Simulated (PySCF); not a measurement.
Work out the structure from these simulated measurements.

Elements present: C, H, N and Si. Monoisotopic mass: 114.0070 u.

- Dipole: 0.47 D [CAM-B3LYP/def2-SVPD]
- 13C NMR: chemical shifts (computed TMS as zero) by class: 91.6 (1 C), 87.3 (1 C) ppm [GIAO KT2/pcSseg-2]
- Valence photoelectron: vertical ionisation energy: 9.38 eV [ΔSCF CAM-B3LYP/def2-SVPD]
- Rotational structure: rotational constants A, B, C: 5.874, 1.437, 1.384 GHz [PBE0-D3(BJ)/def2-SVP]
- UV, first state: lowest singlet excitation: 5.68 eV (218 nm, f = 0.036) [TDDFT CAM-B3LYP/def2-SVPD]
- Triplet: lowest triplet excitation (Tamm–Dancoff): 4.79 eV [TDA CAM-B3LYP/def2-SVPD]
- 1H NMR: chemical shifts (computed TMS as zero) by class: 6.10 (1 H), 6.02 (1 H), 5.96 (1 H), 2.59 (1 H), 0.51 (2 H) ppm [GIAO KT2/pcSseg-2]
- Polarisability: 83.4 au [CAM-B3LYP/def2-SVPD]

Electronic properties: PySCF, gas phase, density fitting. Levels stand in brackets. Geometry: PBE0-D3(BJ)/def2-SVP; no solvent, vibrations or thermal averaging. NMR values are class means; diastereotopic atoms form classes of their own.

Question: Which formula fits the mass and the elements?

Answer: C2H6N2Si2 (calculated 114.0070). No other formula that holds each of these elements comes within 0.0003 u with a fitting electron parity and a possible valence count.

Question: Propose a structure and show how it fits.

Answer: Numbering: `[CH:1]#[C:2][SiH:3]1[NH:4][SiH2:5][NH:6]1`. Its formula, C2H6N2Si2, gives 3 degrees of unsaturation: 1 ring and 2 π bonds in the structure found. 2 carbons fall into 2 classes; from least to most shielded: terminal alkyne carbon [C1] (91.6 ppm), alkyne carbon [C2] (87.3 ppm). Hydrogen classes from least to most shielded: 1 H on an SiH2 silicon, Si5 (6.10 ppm), 1 H on an SiH2 silicon, Si5 (6.02 ppm), 1 H on an SiH silicon, Si3 (5.96 ppm), 1 H on a terminal alkyne carbon, C1 (2.59 ppm), 2 H on 2 like atoms (nitrogen bridging silicon atoms), N4/N6 (0.51 ppm). The first electron is taken from the HOMO, whose largest Löwdin shares are 0.38 on a nitrogen bridging silicon atoms, 0.37 on a nitrogen bridging silicon atoms, 0.06 on the SiH2 silicon and 0.04 on the SiH silicon. The optimised geometry has point group Cs and is an asymmetric top. Structure: `C#C[SiH]1N[SiH2]N1`. The assignments are read from this structure; whether some other isomer fits the data as well wasn't checked.
